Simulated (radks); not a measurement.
The numbers below are computed, except where a source is named.
Neutral titanium inside a hard spherical wall (all orbitals vanish at R), configuration held at [Ar] 3d2 4s2 and not refilled when levels cross. Code: a radial shooting solver on a logarithmic mesh with Libxc functionals. Model: scalar-relativistic Kohn-Sham, LDA (Slater exchange, Perdew-Wang correlation), spin-unpolarised, spherical densities, point nucleus. Eigenvalues in eV, with the zero of energy where the potential of the charges vanishes at infinity; a dash marks a level that is unbound or too diffuse for the functional's potential to be trusted. A positive occupied level is held by the wall or, in an anion where self-interaction has pushed it up, behind a barrier. The pressure on the wall is -dE/dV.

| R (bohr) | E (hartree) | kinetic (hartree) | e(3s) | e(3p) | e(4s) | e(3d) | e(4p, empty) | e(5s, empty) | pressure (GPa) |
|---|---|---|---|---|---|---|---|---|---|
| free | -851.72463 | 858.408 | -62.267 | -38.790 | -4.594 | -4.464 | -1.535 | -0.058 | 0 |
| 15 | -851.72463 | 858.408 | -62.267 | -38.790 | -4.593 | -4.464 | -1.531 | 0.320 | < 0.0001 |
| 10 | -851.72380 | 858.416 | -62.201 | -38.724 | -4.541 | -4.402 | -1.380 | 1.953 | 0.0216 |
| 8 | -851.71730 | 858.462 | -61.894 | -38.419 | -4.278 | -4.118 | -0.877 | 4.725 | 0.287 |
| 5 | -851.54575 | 859.200 | -58.672 | -35.252 | -0.555 | -1.141 | 4.521 | 24.338 | 18.3 |
| 2.5 | -847.29303 | 872.617 | -37.342 | -13.931 | 55.011 | 22.920 | 68.312 | 189.79 | 2800 |
| 2 | -840.58585 | 892.261 | -17.408 | 7.356 | 124.04 | 47.258 | 139.50 | 350.44 | 13200 |
